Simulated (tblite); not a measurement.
C5H11BrGeO.
Atom-mapped SMILES: `[CH2:1]=[C:2]([CH2:3][Br:4])[CH2:5][CH2:6][O:7][GeH3:8]` (hydrogens: H9, H10 on C1; H11, H12 on C3; H13, H14 on C5; H15, H16 on C6; H17, H18, H19 on Ge8)

Computed with GFN2-xTB (tblite), gas phase: L-BFGS steps from a force-field or distance-geometry start until the largest atomic force falls under 0.01 eV/Å.

Step 32: E = -717.6330 eV
```
atom  x, y, z in Å  |  force x, y, z in eV/Å
C1     -2.0384   -1.0579    0.3045    0.003   0.010  -0.015
C2     -1.5102    0.0709   -0.1476   -0.023   0.019  -0.014
C3     -1.8921    1.3887    0.4509    0.017   0.002   0.008
Br4    -1.2407    1.5801    2.2953    0.028  -0.019   0.009
C5     -0.5183    0.0874   -1.2830   -0.028   0.013  -0.010
C6      0.8083   -0.5823   -0.9136   -0.005   0.017   0.009
O7      1.4656    0.2187    0.0386   -0.014   0.038   0.022
Ge8     2.9856   -0.1345    0.8221    0.015   0.006   0.034
H9     -1.7853   -2.0107   -0.1277   -0.015  -0.002   0.015
H10    -2.7305   -1.0721    1.1303    0.016  -0.004  -0.012
H11    -2.9744    1.5032    0.5212    0.016  -0.021   0.011
H12    -1.4672    2.2299   -0.0926    0.013   0.000  -0.001
H13    -0.2996    1.1134   -1.5802    0.000   0.024  -0.021
H14    -0.9406   -0.4364   -2.1425   -0.004  -0.044  -0.013
H15     0.6189   -1.5856   -0.5142    0.014  -0.007   0.003
H16     1.4223   -0.6816   -1.8181    0.007  -0.017  -0.001
H17     3.1159    1.0439    1.7159   -0.035  -0.004  -0.014
H18     2.8939   -1.4483    1.5454   -0.010  -0.009   0.009
H19     4.0768   -0.2174   -0.2123    0.004  -0.003  -0.019
```

Step 33: E = -717.6334 eV
```
atom  x, y, z in Å  |  force x, y, z in eV/Å
C1     -2.0382   -1.0567    0.3036    0.002   0.006  -0.018
C2     -1.5112    0.0722   -0.1496    0.002   0.006  -0.003
C3     -1.8898    1.3895    0.4530    0.018  -0.018  -0.015
Br4    -1.2355    1.5759    2.2955    0.033  -0.018   0.020
C5     -0.5190    0.0875   -1.2848   -0.025   0.010  -0.001
C6      0.8072   -0.5840   -0.9155   -0.015   0.012   0.002
O7      1.4657    0.2159    0.0364   -0.028   0.042   0.015
Ge8     2.9835   -0.1340    0.8221    0.038   0.006   0.059
H9     -1.7862   -2.0101   -0.1277   -0.012   0.000   0.006
H10    -2.7288   -1.0715    1.1302    0.007   0.001  -0.002
H11    -2.9718    1.5027    0.5244    0.002  -0.009   0.015
H12    -1.4656    2.2311   -0.0900    0.015   0.006  -0.004
H13    -0.2996    1.1131   -1.5817    0.003   0.031  -0.028
H14    -0.9405   -0.4370   -2.1441   -0.012  -0.041  -0.018
H15     0.6158   -1.5870   -0.5166    0.015  -0.008   0.008
H16     1.4208   -0.6853   -1.8202    0.005  -0.010   0.002
H17     3.1092    1.0462    1.7147   -0.035  -0.005  -0.016
H18     2.8951   -1.4457    1.5511   -0.012  -0.004  -0.002
H19     4.0791   -0.2138   -0.2081    0.001  -0.008  -0.021
```

Task: Estimate the geometry and energy of step 34. (The exact step hangs on the optimiser's Hessian estimate; all steps are aligned on step 33, rigid shifts and turns removed.)

Result: E = -717.6340 eV, largest force 0.080 eV/Å
```
atom  x, y, z in Å  |  force x, y, z in eV/Å
C1     -2.0381   -1.0552    0.3022   -0.002   0.001  -0.016
C2     -1.5125    0.0739   -0.1521    0.032  -0.012   0.006
C3     -1.8872    1.3903    0.4550    0.016  -0.034  -0.034
Br4    -1.2291    1.5709    2.2959    0.036  -0.017   0.026
C5     -0.5200    0.0878   -1.2872   -0.012   0.002   0.001
C6      0.8061   -0.5846   -0.9169   -0.019   0.006  -0.003
O7      1.4653    0.2147    0.0348   -0.035   0.035   0.006
Ge8     2.9816   -0.1337    0.8226    0.048   0.002   0.064
H9     -1.7876   -2.0096   -0.1274   -0.007   0.001  -0.009
H10    -2.7266   -1.0708    1.1299   -0.005   0.008   0.011
H11    -2.9688    1.5018    0.5284   -0.010   0.006   0.019
H12    -1.4638    2.2327   -0.0871    0.014   0.010  -0.006
H13    -0.3006    1.1132   -1.5846    0.003   0.028  -0.034
H14    -0.9388   -0.4399   -2.1457   -0.024  -0.028  -0.018
H15     0.6129   -1.5876   -0.5183    0.016  -0.001   0.012
H16     1.4198   -0.6887   -1.8217   -0.001   0.001   0.011
H17     3.1015    1.0479    1.7130   -0.031   0.005  -0.007
H18     2.8956   -1.4435    1.5567   -0.012   0.002  -0.013
H19     4.0806   -0.2105   -0.2049   -0.006  -0.013  -0.016
```

The energy changes by -0.0006 eV. The first-order estimate −F·Δx gives -0.0008 eV and the mean of the old and new forces, exact on a quadratic surface, -0.0006 eV. The step makes an angle of 72° with the force vector and moves no atom by more than 0.008 Å.

The cost below is that of the whole relaxation. On Arm Neoverse N1, one thread, on a shared host, this took 1.8 s of wall time.
